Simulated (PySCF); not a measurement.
## Bond dissociation energies of boric acid

System: boric acid, `OB(O)O` (BH3O3). Atom numbers as in the mapped SMILES `[OH:1][B:2]([OH:3])[OH:4]`.

Energies: M06-2X/def2-TZVP (PySCF, density fitting, integration grid level 3) on PBE0-D3(BJ)/def2-SVP structures. Zero-point and thermal terms (298.15 K, 1 bar) come from unscaled PBE0-D3(BJ)/def2-SVP harmonic frequencies, with soft modes damped to free rotors in the entropy.

| bond | r / Å | radicals | BDE(298 K) / kcal/mol | BDFE / kcal/mol | D₀ / kcal/mol | Dₑ / kcal/mol |
| --- | --- | --- | --- | --- | --- | --- |
| O1–H | 0.959 | `[O]B(O)O` + H• | 113.4 | 105.1 | 112.1 | 120.2 |
| O1–B2 | 1.366 | OH• + `O[B]O` | 144.1 | 132.7 | 142.7 | 148.3 |

Homolysis to relaxed radicals in the gas phase; the table need not hold every single bond outside rings.

Weakest of these: O1–H (113.4 kcal/mol); strongest: O1–B2 (144.1 kcal/mol).

Run with `OMP_NUM_THREADS=1 python redox_run.py task.json out` on 1 thread of Arm Neoverse N1, a shared host. Structures, frequencies and single points: 5.3 min of wall time.
